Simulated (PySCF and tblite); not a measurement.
Results of a calculation; reference values are marked as such.
C8H10N2, numbered as in [CH3:1][C:2]([CH3:3])([CH3:4])/[C:5]([C:6]#[N:7])=[CH:8]/[C:9]#[N:10].

Geometries GFN2-xTB; weights from PBE0-D3(BJ)/pcSseg-1 energies and GFN2-xTB thermal corrections, with symmetry numbers and mirror pairs. Conformers within 2.5 kcal/mol (GFN2-xTB free energy) were kept, 3 at most. (PySCF 2.14, tblite 0.8.)

Torsions listed: C1–C2–C5–C8.

| conformer | shape | symmetry | dipole D |
| --- | --- | --- | --- |
| 1 | 121° | Cs | 6.58 |
| 2 | -60° | Cs | 6.59 |

Question: Which of these conformers is the most populated at 298.15 K, and with what share?

Answer: Conformer 1, about 96 %.

Question: Give the DFT energies and free energies relative to the lowest, and all weights.

Answer: 
```json
{"conformer": "1", "shape": "121°", "E(DFT) kcal/mol": "0.00", "G(298.15 K) kcal/mol": "0.00", "weight %": "96.3"}
{"conformer": "2", "shape": "-60°", "E(DFT) kcal/mol": "2.53", "G(298.15 K) kcal/mol": "1.92", "weight %": "3.7"}
```

Question: How does its share change from 250 K to 350 K?

Answer: From 98 % to 93 %; the mixing entropy goes from 0.17 to 0.49 cal/(mol K).
